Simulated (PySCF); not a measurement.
# Electron correlation in Ga (gallium, neutral)

[Ar] 3d10 4s1 4p2, high-spin 4P determinant (an excited configuration). Computed with PySCF 2.14 in x2c-TZVPPall (6s5p4d1f, 48 functions), with scalar relativity by spin-free X2C-1e. Frozen: [Ar] 3d10; 3 electrons correlated.

```tsv
level	correlation energy (mhartree)
CCSD	-12.06
(T)	-0.09
CCSD(T)	-12.15
CCSDT	-12.18
FCI	-12.18
```

Diagnostics: T1 = 0.0030, D1 = 0.0066, largest double amplitude 0.063, weight of the Hartree-Fock determinant in FCI 0.9860 (5984 determinants).

Cost of the coupled-cluster step: about 0.4 core-seconds, for 3 correlated electrons.
